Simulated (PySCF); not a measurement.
# Relaxation of quartet [PtSe2]+

Computed with PySCF, UPBE0, basis Pt def2-SVP with ECP60, Se def2-SVP (scalar-relativistic core potentials, no spin–orbit coupling, density fitting). A (50,194) grid was used.

A hand-made bent start, of C2v symmetry, held to at least that symmetry:

```xyz
3
charge 1 multiplicity 4, angstrom
Pt    0.0000    0.0000   -0.5546
Se    1.7581    0.0000    0.6764
Se   -1.7581    0.0000    0.6764
```

At each step, columns x, y, z (Å) and Fx, Fy, Fz (eV/Å):

```
step 0  E − E(last) = 25.86 kJ/mol
Pt   0.000   0.000  -0.555   0.000   0.000  -3.187
Se   1.758   0.000   0.676   2.287   0.000   1.594
Se  -1.758   0.000   0.676  -2.287   0.000   1.594
step 1  E − E(last) = 0.35 kJ/mol
Pt   0.000   0.000  -0.619   0.000   0.000  -0.056
Se   1.811   0.000   0.709   0.134   0.000   0.028
Se  -1.811   0.000   0.709  -0.134   0.000   0.028
step 2  E − E(last) = 0.18 kJ/mol
Pt   0.000   0.000  -0.616   0.000   0.000   0.013
Se   1.818   0.000   0.707   0.061   0.000  -0.007
Se  -1.818   0.000   0.707  -0.061   0.000  -0.007
step 3  E − E(last) = 0.03 kJ/mol
Pt   0.000   0.000  -0.608   0.000   0.000   0.051
Se   1.831   0.000   0.703  -0.013   0.000  -0.025
Se  -1.831   0.000   0.703   0.013   0.000  -0.025
step 4  E − E(last) = 0.01 kJ/mol
Pt   0.000   0.000  -0.604   0.000   0.000   0.026
Se   1.834   0.000   0.701  -0.012   0.000  -0.013
Se  -1.834   0.000   0.701   0.012   0.000  -0.013
step 5  E − E(last) = 0.00 kJ/mol
Pt   0.000   0.000  -0.603  -0.001   0.000   0.003
Se   1.835   0.000   0.700  -0.002   0.000  -0.001
Se  -1.835   0.000   0.700   0.003   0.000  -0.002
```

It ends at C2v with Pt–Se 2.251 Å (×2); Se–Pt–Se 109.6° (after a last refinement on a finer grid). A frequency run shows a minimum. Other isomers or separated fragments may lie lower.

Other spin states or occupations of the open shell can lie lower. With an element this heavy the missing spin–orbit coupling can shift these numbers.

The relaxation took roughly 70 core-seconds on a shared host.
